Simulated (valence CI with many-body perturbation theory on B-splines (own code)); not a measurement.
**Level structure of Tl³¹⁺**

Level of theory: relativistic CI+MBPT: four valence electrons over a frozen Dirac-Fock core [Kr] 4d10, radial functions for each j: 8 s, 8 p, 9 d, 9 f, 6 g, 3 h, 2 i, with the one-electron correlation potential Σ1 (screened to all orders), the two-electron term Σ2, the three-electron term Σ3, Breit, model QED; selected single and double excitations, second order for the rest, scaled by the run's own slope (own B-spline code, finite nucleus).

No measured spectrum was set against this ion. As an estimate, large intervals hold to a few tenths of a per cent, small ones and those within an open d or f shell to about a per cent. Core correlation moves these levels by up to 4800 cm⁻¹, and in measured spectra 5 to 20 % of such shifts remained as error; rates that hang on mixing are uncertain with them. Only levels of the ground parity were solved; by the run's estimate the other parity begins above the list, which can be wrong where configurations are misplaced.

Levels 46 to 65 of 65, with energies above the lowest level, (4f5/2^4) J=4. "Leading %" is the weight of the configuration and term that name the level; weights of strongly mixed levels are sums over their largest components and can fall short. In the jj column 3d3/2^4 stands for four electrons in 3d with j = 3/2. Lifetimes count E1, E2, E3, M1 and M2 decay at the calculated energies, and are blank where another channel may lead or the interval is too uncertain; long ones can be off by a factor of two.

```tsv
No.	Configuration	Term	J	E (eV)	Leading %	g	Lifetime	Leading jj
46	4f⁴	³H	4	20.978	34	1.127	338 μs	4f5/2^2 4f7/2^2 (78 %)
47	4f⁴	³F	3	21.110	60	1.050	312 μs	4f5/2^2 4f7/2^2 (55 %)
48	4f⁴	³H	5	21.526	47	1.071	390 μs	4f5/2^2 4f7/2^2 (58 %)
49	4f⁴	¹H	5	21.647	31	1.062	379 μs	4f5/2^2 4f7/2^2 (52 %)
50	4f⁴	³H	4	21.910	43	0.943	317 μs	4f5/2^3 4f7/2 (53 %)
51	4f⁴	³F	2	21.960	40	1.149	198 μs	4f5/2 4f7/2^3 (77 %)
52	4f⁴	³D	1	22.107	55	0.798	165 μs	4f5/2 4f7/2^3 (97 %)
53	4f⁴	³L	9	22.246	66	1.073	400 μs	4f5/2 4f7/2^3 (99 %)
54	4f⁴	³F	3	22.633	57	1.141	238 μs	4f5/2 4f7/2^3 (81 %)
55	4f⁴	³G	3	23.074	51	1.000	336 μs	4f5/2^2 4f7/2^2 (53 %)
56	4f⁴	³H	6	23.385	41	1.050	389 μs	4f5/2 4f7/2^3 (49 %)
57	4f⁴	³G	4	23.672	58	1.029	279 μs	4f5/2^2 4f7/2^2 (62 %)
58	4f⁴	³F	2	23.963	60	0.885	412 μs	4f5/2^2 4f7/2^2 (56 %)
59	4f⁴	³P	0	24.019	41		132 μs	4f5/2^2 4f7/2^2 (74 %)
60	4f⁴	³K	8	24.057	51	1.060	1.32 ms	4f5/2^2 4f7/2^2 (96 %)
61	4f⁴	³G	5	24.336	46	1.091	221 μs	4f5/2 4f7/2^3 (46 %)
62	4f⁴	¹G	4	24.368	43	1.025	247 μs	4f5/2 4f7/2^3 (61 %)
63	4f⁴	³K	7	24.440	70	1.047	760 μs	4f5/2^2 4f7/2^2 (86 %)
64	4f⁴	³I	5	24.654	44	1.004	253 μs	4f5/2 4f7/2^3 (42 %)
65	4f⁴	¹K	7	25.122	57	1.045	313 μs	4f5/2 4f7/2^3 (82 %)
```

Where two levels of one J and parity lie close, their mixing, g and order are uncertain.
